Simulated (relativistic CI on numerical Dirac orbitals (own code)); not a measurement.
## Ta⁴⁺: L2,3 absorption edge

Computed with this model: Dirac-Coulomb-Breit CI, KLI orbitals optimised for each configuration, model QED (radiative potential, 1s self-energy scaled to tabulated hydrogen-like ionisation energies), valence Slater integrals scaled by 0.8, multiplet model of core-to-valence dipole absorption; configurations [Xe] 4f14 5d → [He] 2s2 2p5 3s2 3p6 3d10 4s2 4p6 4d10 4f14 5s2 5p6 5d2; 80 K; Lorentzian 5 eV and Gaussian 1 eV FWHM. Energies are those of the free ion, without screening or charge transfer. The branching ratio is the share of the lower-energy edge in the whole absorption, uncertain by about 0.02 where the edges overlap. S is read from ⟨S²⟩ = S(S + 1).

Field parameters in Wybourne normalisation: D3d B²₀ = −7Dσ, B⁴₀ = −14Dq − 21Dτ, B⁴₃ = −14√(10/7) Dq; Td as Oh with Dq negative (B⁴₀ = 21Dq, B⁴₄ = √(5/14) B⁴₀). The field is a parameter set, without covalency.

Case D3d, 10Dq = 40700, Dσ = 60, Dτ = 180 cm⁻¹, the dichroism is that of the ground state at zero temperature, magnetised by exchange field 10 meV on Sz. The dichroism I(Δm = −1) − I(Δm = +1), over the sum of the three polarisations, integrates to 0.0274 on the lower edge and -0.0174 on the upper edge. The branching ratio is 0.728.

(1) Use the orbital sum rule with 9 holes to get ⟨Lz⟩.

Results:

(1) For a p → d edge ⟨Lz⟩ = 2 × n_h × (sum of both integrals) in this sign convention = 0.18; the ground state itself has ⟨Lz⟩ = 0.11 and ⟨Sz⟩ = -0.31. The rule assumes one radial integral for both edges, which relativistic orbitals only approach.
